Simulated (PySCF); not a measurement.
Species: H₁₁NSSi₄.
SMILES: `S([SiH3])[SiH2]N([SiH3])[SiH3]`

Torsions of this conformer, `[SiH3:1][S:2][SiH2:3][N:4]([SiH3:5])[SiH3:6]`: Si1–S2–Si3–N4 121°, S2–Si3–N4–Si5 121°.

The closed-shell ground state was solved at several levels (PySCF, density fitting, gas phase, non-relativistic). The structure is a single PBE0-D3(BJ)/def2-SVP conformer in the gas phase; no vibrational or solvent corrections.

```csv
level,basis functions,total energy (Eh),HOMO (eV),LUMO (eV),gap (eV),dipole (D)
LC-wPBE/def2-SVPD,231,-1616.5979,-10.09,1.60,11.69,1.06
PBE/def2-SVPD,231,-1616.2403,-6.28,-1.26,5.02,0.87
HF/def2-SVPD,231,-1613.7182,-10.22,2.18,12.40,1.11
BHandHLYP/def2-SVPD,231,-1617.0773,-8.51,0.42,8.93,1.01
wB97X-D/def2-SVPD,231,-1617.0780,-9.27,1.26,10.53,1.02
PBE0/def2-SVPD,231,-1616.4112,-7.47,-0.45,7.02,0.95
B3LYP/def2-SVPD,231,-1617.2126,-7.22,-0.60,6.62,0.92
PBE0/6-31+G*,150,-1616.8333,-7.45,-0.53,6.92,1.15
LDA/def2-SVPD,231,-1610.5782,-6.35,-1.52,4.83,0.89
PBE0/aug-cc-pVDZ,257,-1616.9233,-7.41,-0.54,6.87,0.92
```

**Question.** What might PBE0/def2-SVP (159 basis functions) give for the same quantities?

**Answer.** Total energy -1616.3935 Eh, HOMO -7.42 eV, LUMO -0.10 eV, gap 7.32 eV, dipole 1.04 D.

**Question.** Over all these levels, which gives the widest orbital gap and which the narrowest?

**Answer.** HF/def2-SVPD (Hartree–Fock, all exact exchange) has the widest, 12.40 eV, and LDA/def2-SVPD (LDA) the narrowest, 4.83 eV. The two share the basis. From the narrowest to the widest the HOMO moves by -3.87 eV and the LUMO by +3.70 eV.

**Question.** How much does the basis alone move the frontier levels among the 4 PBE0 rows (the withheld one included)?

**Answer.** The HOMO by 0.06 eV and the LUMO by 0.44 eV. By rising basis size (HOMO, LUMO in eV): 6-31+G* -7.45, -0.53; def2-SVP -7.42, -0.10; def2-SVPD -7.47, -0.45; aug-cc-pVDZ -7.41, -0.54.

**Question.** In the def2-SVPD basis, how does the gap go with the fixed share of exact exchange?

**Answer.** LDA (0 %) 4.83 eV; PBE (0 %) 5.02 eV; B3LYP (20 %) 6.62 eV; PBE0 (25 %) 7.02 eV; BHandHLYP (50 %) 8.93 eV; HF (100 %) 12.40 eV. Each rise in the share widens the gap here.

**Question.** How far do the dipole and the HOMO energy spread over the levels?

**Answer.** The dipole runs from 0.87 to 1.15 D (mean 0.99 D) and the HOMO from -10.22 to -6.28 eV.

Note: wB97X-D ran without an empirical dispersion term, which enters the total energy and its gradient alone.
